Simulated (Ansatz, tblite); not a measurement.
Spin states of B₅⁺, each relaxed with B3LYP-D4/def2-SVP in Ansatz. Electronic energies in the gas phase.

The xTB rows come from tblite. LC-ωPBE has ω = 0.4 bohr⁻¹. HSE06 is defined as in plane-wave codes, on full-range PBE exchange. Correlated methods freeze 5 core orbitals. In CCSD on the charge 1 triplet the largest single amplitude is 0.16, so its Hartree–Fock determinant may place the open shell otherwise than the density functionals do. The structure comes from a short search, and lower isomers may exist.

Singlet geometry:

Cartesian coordinates in Å:
```
B 0.157 0.395 1.178
B -0.446 -0.932 -0.665
B 0.209 0.324 -1.323
B 0.605 1.196 -0.085
B -0.526 -0.983 0.895
```

Triplet geometry (C2v within 0.1 Å):

Cartesian coordinates in Å:
```
B -0.053 0.609 -1.028
B -0.272 0.083 0.762
B 0.530 -1.335 0.843
B 0.643 -0.790 -0.626
B -0.848 1.433 0.048
```

Quintet geometry:

| atom | x (Å) | y (Å) | z (Å) |
| --- | --- | --- | --- |
| B1 | -0.665 | 1.227 | -0.071 |
| B2 | 1.239 | -0.486 | 0.374 |
| B3 | 0.109 | -1.271 | -0.535 |
| B4 | -0.972 | -0.126 | -0.932 |
| B5 | 0.288 | 0.656 | 1.164 |

⟨S²⟩: triplet 2.04 at PBE0-D4/def2-TZVP (pure 2.00), quintet 6.03 at PBE0-D4/def2-TZVP (pure 6.00).

Run but left out: HF/STO-3G (singlet: restricted singlet, unstable in another Hartree–Fock run and untested here); HF/def2-TZVP, HF/def2-TZVPP (singlet: restricted singlet, unstable towards broken spin symmetry); MP2/def2-TZVP, MP2/def2-TZVPP (triplet: a determinant that CCSD turns far, T1 0.046); MP2/def2-TZVP, MP2/def2-TZVPP (quintet: a determinant that CCSD turns far, T1 0.047).

Only these spin states were relaxed. The triplet has other bonds than the singlet, so the gap mixes isomer and spin.

| level | triplet − singlet (kcal/mol) | quintet − singlet (kcal/mol) | lowest of these | remarks |
| --- | --- | --- | --- | --- |
| GFN1-xTB | 36.3 | 85.2 | singlet | – |
| GFN2-xTB | 37.4 | 102.7 | singlet | – |
| r2SCAN-D4/def2-TZVP | 17.1 | 80.9 | singlet | – |
| r2SCANh-D4/def2-TZVP | 16.4 | 79.5 | singlet | – |
| PBE0-D4/def2-TZVP | 21.3 | 84.4 | singlet | – |
| HSE06-D4/def2-TZVP | 21.6 | 84.7 | singlet | – |
| CAM-B3LYP-D4/def2-TZVP | 23.7 | 86.9 | singlet | – |
| LC-ωPBE/def2-TZVP | 13.5 | 73.1 | singlet | – |
| ωB97X-V/def2-TZVP | 23.2 | 88.5 | singlet | – |
| RPA@PBE/def2-TZVP | 30.0 | 93.0 | singlet | – |
| CCSD/def2-TZVPP | 25.2 | 87.6 | singlet | large T1 (0.025) (singlet), large T1 (0.046) (triplet), large T1 (0.047) (quintet), restricted SCF unstable (singlet), spin-contaminated (⟨S²⟩ 2.13) (triplet) |
| CCSD(T)/def2-TZVPP | 32.1 | 99.5 | singlet | large T1 (0.025) (singlet), large T1 (0.046) (triplet), large T1 (0.047) (quintet), restricted SCF unstable (singlet), spin-contaminated (⟨S²⟩ 2.13) (triplet) |

Change of the quintet − singlet gap on mixing in exact exchange, in kcal/mol: r2SCAN to r2SCANh (10 % exact exchange) -1.5.

The xTB methods have no spin-polarisation term.
